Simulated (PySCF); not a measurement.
Species: NbSF3 (singlet state).
Bonds: Nb1–S2, Nb1–F3, Nb1–F4, Nb1–F5.

Method: PySCF 2.14.0, PBE0-D3(BJ)/def2-SVP geometry optimisation, gas phase, def2 core potentials past Kr; density fitting, grid level 1; the optimiser is geomeTRIC in internal coordinates, started from a GFN2-xTB structure with every atom displaced at random (about 0.03 Å).

The end geometry, which sets the zero of energy:
```
atom  x, y, z in Å
Nb1     0.0171   -0.0218   -0.0928
S2     -0.0676   -0.0245    2.0335
F3      1.7943   -0.1055   -0.5951
F4     -0.7612    1.5412   -0.7005
F5     -0.9079   -1.4999   -0.7073
```

**Question.** These geometries come from the run, each turned onto the end geometry. Order them by energy, lowest first.
A.
```
atom  x, y, z in Å
Nb1     0.0672   -0.0782   -0.2369
S2     -0.0867   -0.0067    1.9527
F3      1.7456   -0.0608   -0.5353
F4     -0.7247    1.5764   -0.6123
F5     -0.9266   -1.5411   -0.6303
```
B.
```
atom  x, y, z in Å
Nb1     0.0129   -0.0356   -0.1038
S2     -0.0741   -0.0273    2.0232
F3      1.8140   -0.0752   -0.5952
F4     -0.7430    1.5400   -0.6943
F5     -0.9348   -1.5124   -0.6920
```
C.
```
atom  x, y, z in Å
Nb1     0.0088   -0.0385   -0.1070
S2     -0.0743   -0.0245    1.9988
F3      1.8422   -0.0630   -0.5871
F4     -0.7425    1.5540   -0.6822
F5     -0.9594   -1.5385   -0.6846
```
D.
```
atom  x, y, z in Å
Nb1     0.0179   -0.0268   -0.0926
S2     -0.0694   -0.0275    2.0356
F3      1.7934   -0.0931   -0.5974
F4     -0.7517    1.5388   -0.7038
F5     -0.9154   -1.5019   -0.7039
```

**Answer.** D (0.003 eV), B (0.012 eV), C (0.058 eV), A (0.718 eV).

In the order of the answer:

```json
{"step": "4", "E above end (eV)": "0.003", "largest force (eV/Å)": "0.08", "rms force component (eV/Å)": "0.029", "rms distance from end (Å)": "0.009", "rms bond change (Å)": "0.001", "bond most changed (Å)": "Nb1–S2 +0.002"}
{"step": "2", "E above end (eV)": "0.012", "largest force (eV/Å)": "0.55", "rms force component (eV/Å)": "0.202", "rms distance from end (Å)": "0.026", "rms bond change (Å)": "0.010", "bond most changed (Å)": "Nb1–F3 +0.019"}
{"step": "1", "E above end (eV)": "0.058", "largest force (eV/Å)": "1.28", "rms force component (eV/Å)": "0.522", "rms distance from end (Å)": "0.048", "rms bond change (Å)": "0.029", "bond most changed (Å)": "Nb1–F3 +0.047"}
{"step": "0", "E above end (eV)": "0.718", "largest force (eV/Å)": "8.13", "rms force component (eV/Å)": "2.774", "rms distance from end (Å)": "0.109", "rms bond change (Å)": "0.083", "bond most changed (Å)": "Nb1–F3 -0.144"}
```

The cost below is that of the whole optimisation. Time: 51 s of wall time; peak memory 0.36 GiB. Hardware: an Intel Xeon Platinum 8488C with one thread, shared host with 96 logical CPUs at a one-minute load of 15.
